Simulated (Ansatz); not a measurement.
Reaction (formal exchange of groups at the Al–C bond): `[AlH2][CH2][GaH2]` + `OC1=NC[SiH2]1` → `OC1=NC[SiH]1[AlH2]` + `[CH3][GaH2]`

Isolated molecules relaxed with PBE0-D4/def2-TZVP in Ansatz; ΔE leaves out vibrations. CCSD(T)/CBS is the MP2 limit (def2-TZVPP, def2-QZVPP) plus CCSD(T) − MP2 in def2-TZVPP, frozen cores. Functionals use def2-TZVPP. B3LYP here is the variant with VWN-RPA as its local correlation; programs differ in this. For Ga outer-core shells are correlated without core-valence functions, which leaves a few kJ/mol of doubt a bond. Scalar relativity is left out up to krypton. Each species was taken in one conformer, which may not be the lowest.

CCSD(T)/CBS gives +19.1 kJ/mol.

Problem. Another level gave +18.6 kJ/mol. Which?
A. B3LYP/def2-TZVPP
B. B2PLYP/def2-TZVPP
C. SCS-MP2/def2-TZVPP
D. PBE0/def2-TZVPP

Solution. B. B2PLYP 18.6, SCS-MP2/def2-TZVPP 23.7, PBE0 8.0, B3LYP 14.4 kJ/mol.

Largest T1 diagnostic among the species: 0.015.

From PBE to PBE0 (25 % exact exchange), in def2-TZVPP and without D4, ΔE moves by +3.6 kJ/mol.
